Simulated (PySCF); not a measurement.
Isomers of C7H13PS, mass 160.048 u with the commonest isotopes. Method: PBE0/pcSseg-1 in PySCF (dipole) on a GFN2-xTB geometry, gas phase. One conformer each, none proved a minimum here; rigid rotors.

Question: Order these by radius of gyration √(Σ m r²/M), smallest first.
A. `[CH3:1][S:2][CH2:3][P:4]1[CH:5]=[C:6]([CH3:7])[CH2:8][CH2:9]1` with C1–S2–C3–P4 -63°, S2–C3–P4–C5 -160°, C3–P4–C5–C6 90°, C5–C6–C8–C9 14°, C6–C8–C9–P4 -18°, C3–P4–C9–C8 -81°
B. `[CH2:1]=[CH:2][P:3](=[S:4])([CH:5]=[CH2:6])[CH2:7][CH2:8][CH3:9]` with C1–C2–P3–S4 0°, C2–P3–C5–C6 127°, C2–P3–C7–C8 177°, P3–C7–C8–C9 177°
C. `[P@@]1(C(C)(C)C)(=S)C=C1C`

Answer: C (2.159 Å), B (2.294 Å), A (2.416 Å).

Question: Order these by dipole moment, smallest first.
A. `[CH2:1]=[CH:2][P:3](=[S:4])([CH:5]=[CH2:6])[CH2:7][CH2:8][CH3:9]` with C1–C2–P3–S4 0°, C2–P3–C5–C6 127°, C2–P3–C7–C8 177°, P3–C7–C8–C9 177°
B. `[CH3:1][S:2][CH2:3][P:4]1[CH:5]=[C:6]([CH3:7])[CH2:8][CH2:9]1` with C1–S2–C3–P4 -63°, S2–C3–P4–C5 -160°, C3–P4–C5–C6 90°, C5–C6–C8–C9 14°, C6–C8–C9–P4 -18°, C3–P4–C9–C8 -81°
C. `CC1=C[P@@]1(=S)C(C)(C)C`

Answer: B (1.63 D), A (4.02 D), C (4.88 D).

Question: Order these by rotational constant B, smallest first.
A. `[CH3:1][S:2][CH2:3][P:4]1[CH:5]=[C:6]([CH3:7])[CH2:8][CH2:9]1` with C1–S2–C3–P4 -63°, S2–C3–P4–C5 -160°, C3–P4–C5–C6 90°, C5–C6–C8–C9 14°, C6–C8–C9–P4 -18°, C3–P4–C9–C8 -81°
B. `CC1=C[P@@]1(=S)C(C)(C)C`
C. `[CH2:1]=[CH:2][P:3](=[S:4])([CH:5]=[CH2:6])[CH2:7][CH2:8][CH3:9]` with C1–C2–P3–S4 0°, C2–P3–C5–C6 127°, C2–P3–C7–C8 177°, P3–C7–C8–C9 177°

Answer: A (607.2 MHz), C (800.9 MHz), B (1097 MHz).

```tsv
SMILES	point group	Ia (u·Å²)	Ib (u·Å²)	Ic (u·Å²)	κ	μa (D)	μb (D)	μc (D)
CSCP1C=C(C)CC1	C1	180.83	832.26	855.70	-0.98	1.59	0.15	0.32
CC1=C[P@@]1(=S)C(C)(C)C	C1	379.59	460.78	651.36	0.16	0.69	4.82	0.21
C=CP(=S)(C=C)CCC	C1	365.83	631.00	688.08	-0.79	0.93	0.40	3.89
```
